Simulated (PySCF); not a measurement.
CH3F5Si2, SMILES F[SiH](F)C[Si](F)(F)F.

Geometry optimised at B3LYP-D3(BJ)/def2-SVP. The structure was generated by enumeration, and PubChem lists no compound with its InChIKey, so it may never have been made. One conformer was computed; it need not be the lowest.

All values below come from PySCF 2.14.0 with B3LYP-D3(BJ)/def2-SVP.

Frequencies are harmonic and unscaled.

| mode | ν (cm⁻¹) | IR (km/mol) | moving atoms (share of kinetic energy) |
|---|---|---|---|
| 1 | 32 | 3.1 | F 67 %, C 19 %, H 11 % |
| 2 | 44 | 0.6 | F 91 % |
| 3 | 80 | 1.6 | F 81 %, Si 10 % |
| 4 | 174 | 1.9 | F 83 %, Si 16 % |
| 5 | 203 | 2.7 | F 70 %, Si 12 %, H 11 % |
| 6 | 218 | 2.2 | F 73 %, Si 11 %, H 10 % |
| 7 | 280 | 32.7 | F 57 %, Si 18 %, H 16 %, C 9 % |
| 8 | 310 | 16.8 | F 71 %, Si 17 %, H 12 % |
| 9 | 325 | 8.8 | F 54 %, Si 34 %, H 11 % |
| 10 | 330 | 30.8 | F 70 %, Si 24 % |
| 11 | 412 | 62.1 | F 51 %, Si 33 %, C 12 % |
| 12 | 643 | 11.4 | C 47 %, H 36 %, F 14 % |
| 13 | 685 | 51.2 | C 40 %, H 24 %, F 23 %, Si 13 % |
| 14 | 754 | 30.6 | C 34 %, H 33 %, F 20 %, Si 13 % |
| 15 | 825 | 54.7 | H 70 %, F 21 % |
| 16 | 843 | 14.5 | H 81 %, F 16 % |
| 17 | 866 | 231.1 | F 45 %, Si 35 %, H 19 % |
| 18 | 898 | 73.1 | F 41 %, Si 37 %, H 18 % |
| 19 | 949 | 48.7 | F 45 %, Si 41 %, H 9 % |
| 20 | 970 | 156.4 | F 35 %, Si 34 %, H 30 % |
| 21 | 990 | 313.8 | Si 51 %, F 41 % |
| 22 | 1029 | 50.7 | H 55 %, Si 29 %, F 17 % |
| 23 | 1103 | 277.7 | H 47 %, C 43 %, Si 9 % |
| 24 | 1374 | 16.7 | H 92 %, C 8 % |
| 25 | 2322 | 98.9 | H 97 % |
| 26 | 3051 | 2.9 | H 95 % |
| 27 | 3112 | 1.9 | H 91 %, C 9 % |
